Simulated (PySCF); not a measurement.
**Two-dimensional NMR puzzle**

Compound of formula C₁₁H₇FO. Correlations simulated from computed shifts and couplings:

HSQC (one-bond C–H):
```
  δH     δC  1J(C,H) (Hz)
9.99  130.7           177
8.53  136.9           172
8.02  140.6           167
7.87  132.6           168
7.85  133.3           169
7.68  130.4           168
7.62  127.8           172
```

COSY cross peaks (|J| ≥ 2 Hz):
```
  δH    δH  abs. J (Hz)  bonds
9.99  7.85         10.0      3
8.53  7.62          8.4      3
8.02  7.62          9.1      3
7.87  7.68          9.2      3
7.85  7.68          7.7      3
```

HMBC (two and three bonds, |J| ≥ 2.5 Hz):
```
  δH                                   δC [abs. J in Hz]
9.99               134.8 [6.8], 130.4 [9.3], 121.7 [3.9]
8.53               160.4 [6.3], 140.6 [8.3], 134.6 [6.8]
8.02  136.9 [8.7], 134.8 [2.5], 134.6 [6.2], 132.6 [5.9]
7.87  140.6 [6.1], 134.8 [2.8], 134.6 [6.3], 133.3 [8.7]
7.85                            134.6 [9.0], 132.6 [8.0]
7.68                            134.8 [8.3], 130.7 [7.1]
7.62               136.9 [2.7], 134.8 [8.1], 121.7 [7.5]
```

Carbons without hydrogens: δ 160.4, 134.8, 134.6, 121.7.

Theory: structure optimised with PBE0-D3(BJ)/def2-SVP, J couplings at B3LYP/pcJ-1 (spin–dipole term only in couplings to heteroatoms), σ from GIAO-PBE/pcSseg-1, in PySCF 2.14 (one computed conformer, no relativistic terms, no solvent model).

Referencing at the same level of theory: 1H (σ = 31.20 ppm) and 13C (σ = 180.03 ppm) vs TMS.

Exchangeable hydrogens are left out of these lists, and C,H couplings along chains are those of one rotamer, so weak HMBC peaks may be missing or extra.

Task: Work out the connectivity.

Result: `O=C(F)c1cccc2ccccc12`.

Numbering as in the mapped SMILES `[O:1]=[C:2]([F:3])[c:4]1[cH:5][cH:6][cH:7][c:8]2[cH:9][cH:10][cH:11][cH:12][c:13]12`; H(Xn) means a hydrogen on atom n.

δC 160.4 is C2, a carbonyl carbon. δC 140.6 is C7, an aromatic CH (δH 8.02). δC 136.9 is C5, an aromatic CH (δH 8.53). δC 134.8 is C8, a ring-fusion aromatic carbon. δC 134.6 is C13, a ring-fusion aromatic carbon. δC 133.3 is C11, an aromatic CH (δH 7.85). δC 132.6 is C9, an aromatic CH (δH 7.87). δC 130.7 is C12, an aromatic CH (δH 9.99). δC 130.4 is C10, an aromatic CH (δH 7.68). δC 127.8 is C6, an aromatic CH (δH 7.62). δC 121.7 is C4, a substituted aromatic carbon. HMBC from δH 9.99 reaches the proton-free carbons C8, C4. HMBC from δH 8.53 reaches the proton-free carbons C2, C13. HMBC from δH 8.02 reaches the proton-free carbons C8, C13. HMBC from δH 7.87 reaches the proton-free carbons C8, C13. COSY links 9.99–7.85, 8.53–7.62, 8.02–7.62, 7.87–7.68, 7.85–7.68.

This is the structure that produced the data.

Common functionals overestimate the size of one-bond C–F couplings by tens of Hz; these are unscaled. Unscaled 3J(H,H) at this level run about 10 % above measured values. Shifts are as computed. Against solution values, carbons near 30 ppm lie about +2 ppm off and those near 130 ppm about +2 ppm. Of 1211 compounds with measured shifts, 218 miss one by over three times the rms of a fit or turn the order of signals round; such compounds aren't used in these exercises.
